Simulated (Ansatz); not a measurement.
A structure relaxed at PBE0-D4/def2-TZVP, charge 0, multiplicity 1:

Cartesian coordinates in Å:
```
O -1.878 -1.745 0.145
C -0.705 -1.569 -0.086
N -0.093 -0.365 -0.034
C -0.767 0.892 0.308
O 0.364 1.768 0.191
Si 1.390 0.528 -0.226
H -0.021 -2.391 -0.364
H -1.166 0.893 1.325
H -1.550 1.158 -0.407
H 1.954 0.595 -1.596
H 2.473 0.238 0.744
```

(1) Give its formula and SMILES.

(2) Point group (tolerance 0.08 Å, 0.16 Å for H)?

(3) Summarise the bond lengths by kind.

## Answers

(1) C2H5NO2Si, `O=CN1CO[SiH2]1`.

(2) Cs.

(3) 2 × C–O 1.208 to 1.435 Å; 2 × C–N 1.351 to 1.466 Å; 3 × C–H 1.093 to 1.106 Å; 1 × N–Si 1.743 Å; 1 × O–Si 1.662 Å; 2 × H–Si 1.482 Å.

Computed with Ansatz.
